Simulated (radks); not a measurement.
Spherical jellium clusters: N electrons in a uniform positive sphere of charge N and radius rs N^(1/3), rs = 3.46 bohr. Level of theory: non-relativistic Kohn-Sham, LDA (Slater exchange, Perdew-Wang correlation), spin-polarised, spherical densities (a radial shooting solver with Libxc functionals). Levels are named by radial order and angular momentum (1s, 1p, 1d, 2s, ...), and open shells are averaged over m. Each electron was tried in the lowest free levels, single moves between levels near the top were tried too, and the lowest total energy was kept; such a search can miss a lower state. Energies include the self-energy of the background; IP and EA are vertical (highest electron removed, lowest free level filled), at fixed background; spill-out counts the electrons outside the background radius R, and alpha is the static dipole polarisability from linear response (closed shells only). A dash means not computed or, for alpha, an open shell; in EA it means that no bound solution was reached, which is typical of self-interaction and does not show that the anion is unstable. Real open-shell clusters deform, which this model forbids.

N	open shells	2S	E/N (eV)	E(N+1) + E(N-1) - 2E(N) (eV)	IP (eV)	EA (eV)	spill-out (e)	alpha/R^3
1	1s(up 1, down 0)	1	-1.077	-	-	-	0.44	-
2	none	0	-1.622	1.387	5.888	-	0.62	1.769
3	1p(up 1, down 0)	1	-1.341	-0.744	4.066	-	0.95	-
4	1p(up 2, down 0)	2	-1.387	-0.558	4.740	-	1.15	-
5	1p(up 3, down 0)	3	-1.526	0.320	5.130	-	1.29	-
6	1p(up 3, down 1)	2	-1.565	-0.451	4.654	-	1.44	-
7	1p(up 3, down 2)	1	-1.658	-0.332	5.014	1.765	1.56	-
8	none	0	-1.769	1.542	5.252	-	1.67	1.520
9	1d(up 1, down 0)	1	-1.684	-0.320	3.624	-	1.87	-
10	1d(up 2, down 0)	2	-1.648	-0.279	3.937	-	2.03	-
11	1d(up 3, down 0)	3	-1.644	-0.243	4.184	-	2.16	-
12	1d(up 4, down 0)	4	-1.661	-0.211	4.383	1.568	2.28	-
13	1d(up 5, down 0)	5	-1.691	0.382	4.547	-	2.38	-
14	1d(up 5, down 1)	4	-1.690	-0.221	4.118	1.465	2.49	-
15	1d(up 5, down 2)	3	-1.704	-0.191	4.311	1.672	2.60	-
16	1d(up 5, down 3)	2	-1.728	-0.167	4.471	1.850	2.69	-
17	1d(up 5, down 4)	1	-1.759	-0.147	4.605	2.005	2.78	-
18	none	0	-1.795	0.241	4.719	1.822	2.87	1.396
19	2s(up 1, down 0)	1	-1.814	0.210	4.446	1.693	3.05	-
20	none	0	-1.821	0.655	4.242	-	3.26	1.437
21	1f(up 1, down 0)	1	-1.796	-0.155	3.613	1.229	3.37	-
22	1f(up 2, down 0)	2	-1.780	-0.143	3.751	1.381	3.47	-
23	1f(up 3, down 0)	3	-1.772	-	3.874	1.518	3.56	-

All shells are closed at N = 2, 8, 18, 20 (there: 1s2 1p6 1d10 2s2); the second difference of the energy has clear peaks (12 % above both neighbours; the first and last values, which can be the largest, are not judged, and half-filled shells can peak too) at N = 5, 8, 13, 18, 20.
